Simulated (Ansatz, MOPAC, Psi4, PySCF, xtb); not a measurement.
Dimer: CH5N (SMILES CN) (first 7 atoms) with H4OSi (SMILES O[SiH3]); geometry from B3LYP-D3(BJ)/def2-TZVP, rigid monomers moved along the line of their centres of mass till N2···H10 is 2.07 Å.
(charge 0, multiplicity 1):
```xyz
13

C      0.238    -0.361    -0.120
N     -0.269     0.971     0.236
H     -0.458    -1.116     0.245
H      1.192    -0.524     0.381
H      0.381    -0.512    -1.195
H     -1.164     1.148    -0.205
H      0.366     1.696    -0.079
O     -0.526     0.993     3.281
Si    -0.088    -0.388     4.036
H     -0.459     1.032     2.294
H     -0.907    -1.555     3.604
H     -0.274    -0.189     5.490
H      1.334    -0.749     3.780
```

Interaction energies are E(AB) − E(A) − E(B) at the monomers' geometry in the complex; basis-set methods are counterpoise corrected.

Correlated levels freeze the cores. The state that PM6, PM7 reach isn't checked; PM7 holds dispersion and hydrogen-bond terms.

Run with Ansatz (a program for electronic structure); MOPAC for PM6, PM7 (differences of heats of formation); Psi4 for SAPT; PySCF for the dispersion terms; xtb for the GFN methods. Each number belongs to the level named beside it.

```csv
level,interaction energy (kcal/mol)
GFN-FF,-9.00
PM6,-6.46
PM7,-7.48
PBE/def2-TZVPPD,-9.28
PBE-D3(BJ)/def2-TZVPPD,?
PBE0/def2-TZVPPD,-9.02
wB97X-V/def2-TZVPPD,?
CCSD(T)/aug-cc-pV(D+d)Z,-8.90
SAPT0/jun-cc-pV(D+d)Z,-9.12
```

Some entries are withheld; supply them.


- PBE-D3(BJ)/def2-TZVPPD, interaction energy (kcal/mol): -10.58
- wB97X-V/def2-TZVPPD, interaction energy (kcal/mol): -9.57
